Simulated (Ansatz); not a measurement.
Ansatz results at the PBE0-D4/def2-TZVP geometry: HOMO energy (PBE/def2-TZVPP) -5.72 eV; size of the dipole moment (B3LYP/def2-TZVPP) 2.90 D; HOMO–LUMO gap (ωB97M-V/def2-TZVPP) 9.67 eV.

Each molecule was computed in one conformer, which needn't be the lowest.

Which molecule gave them?
A. `BCC(=N)N`
B. `NCC1BN1`
C. `CC1NB1N`
D. `[TeH]C1=CCO1`

A. The others give `NCC1BN1`: -5.22, 1.71, 10.85; `CC1NB1N`: -5.36, 1.88, 11.07; `[TeH]C1=CCO1`: -5.28, 1.43, 9.48.

B3LYP here is the variant with VWN-RPA as its local correlation; programs differ in this.
